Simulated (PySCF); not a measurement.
HfOF₂, singlet: data card

These are results of PySCF, PBE0, basis Hf def2-TZVP with ECP60, O def2-TZVP, F def2-TZVP (scalar-relativistic core potentials, no spin–orbit coupling, density fitting), not measurements.

The structure is a minimum.

```xyz
4
charge 0 multiplicity 1, angstrom
Hf    0.0281    0.0000   -0.1239
O     1.7034    0.0000    0.3952
F    -0.8457    1.6430    0.3810
F    -0.8457   -1.6430    0.3810
```

| Item | Value |
| --- | --- |
| Point group | Cs |
| Bond lengths | Hf–F 1.928 Å (×2), Hf–O 1.754 Å |
| Bond angles | F–Hf–F 116.9°, F–Hf–O 110.8° (×2) |
| Dipole moment | 5.20 D |
| Lowest empty level | -3.41 eV |
| Heat capacity Cp at 298.15 K | 66.7 J/(mol K) |
| Entropy at 298.15 K and 1 bar | 320.2 J/(mol K) |
| Enthalpy at 298.15 K above 0 K | 15.58 kJ/mol |
| Atomisation energy without zero-point energy | 1941 kJ/mol |
| Zero-point energy | 16.3 kJ/mol |
| Principal quadrupole moments (Buckingham, traceless) about the centre of mass | -8.23, -6.00, 14.24 D Å |
| Principal polarisabilities | 23.1, 32.1, 41.0 bohr³ |
| Rotational symmetry number | 1 |
| Highest occupied level | -8.54 eV |
| Rotational constants | 0.1995, 0.1488, 0.09559 cm⁻¹ |

Harmonic modes (masses in u: Hf 179.947, O 15.995, F 18.998):
```json
{"symmetry": "a'", "ω (cm⁻¹)": "107", "IR (km/mol)": "59.7", "μ (u)": "21.94", "type": "bend"}
{"symmetry": "a'", "ω (cm⁻¹)": "180", "IR (km/mol)": "14.3", "μ (u)": "20.06", "type": "bend"}
{"symmetry": "a''", "ω (cm⁻¹)": "240", "IR (km/mol)": "13.9", "μ (u)": "17.76", "type": "bend"}
{"symmetry": "a''", "ω (cm⁻¹)": "621", "IR (km/mol)": "167", "μ (u)": "21.96", "type": "stretch"}
{"symmetry": "a'", "ω (cm⁻¹)": "625", "IR (km/mol)": "87.2", "μ (u)": "20.18", "type": "stretch"}
{"symmetry": "a'", "ω (cm⁻¹)": "945", "IR (km/mol)": "156", "μ (u)": "17.25", "type": "stretch"}
```

Charges (e):
```
atom  Mulliken  Löwdin  polar tensor  Mayer order to Hf1
 Hf1      1.50    0.90          2.44                   –
  O2     -0.59   -0.36         -0.97                2.12
F3,4     -0.46   -0.27         -0.73                0.92
```

Mulliken populations on Hf1 (electrons outside its core potential): s 2.19, p 6.24, d 1.90, f 0.17.

Formally Hf is in oxidation state +4, d0. The polar-tensor charge on Hf, 2.44, is below the formal one.

Only a few start shapes were tried, so a lower isomer may exist. No spin–orbit coupling is included, which matters more the heavier the element.

The final relaxation and frequency run took 43 s on 4 threads of a shared Intel Xeon 6975P-C (Granite Rapids) host, with 133 basis functions and 18 gradients; the process peaked at 1.5 GiB. Launch command: `OMP_NUM_THREADS=4 python axn.py task.json out`.
